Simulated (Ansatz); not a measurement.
A series at W: from `[O]=[W]([OH])([OH])([OH])[OH]`, ligands are replaced one by one, each step taking up HCl and setting free H₂O; n counts the steps. Ansatz, PBE0-D4/def2-TZVP geometries. Each molecule was computed in one conformer, which needn't be the lowest.

```csv
n,molecule,"HOMO energy, ωB97M-V/def2-TZVPP (eV)"
0,`[O]=[W]([OH])([OH])([OH])[OH]`,-11.44
1,`[O]=[W]([OH])([OH])([OH])[Cl]`,-10.79
2,`[O]=[W]([OH])([OH])([Cl])[Cl]`,-11.18
3,`[O]=[W]([OH])([Cl])([Cl])[Cl]`,?
4,`[O]=[W]([Cl])([Cl])([Cl])[Cl]`,-11.14
```

By hand: fit a straight line y = ȳ + b (n − n̄) to the 4 given rows and predict n = 3.

n̄ = 1.750, ȳ = -11.137; Σ(n − n̄)(y − ȳ) = 0.252, Σ(n − n̄)² = 8.750, so b = 0.029 eV a step. Prediction: -11.137 + (0.029) × (1.250) = -11.10 eV.

By hand: compare with the computed value, -10.99 eV, and give the steps along the whole series.

The line misses by 0.11 eV (computed minus predicted). Steps: 0.65, -0.39, 0.19, -0.15 eV.

The steps change sign along the series, so a line is a poor guide. The highest orbital can change its character along such a series. The miss is 16.9 % of the series' range.
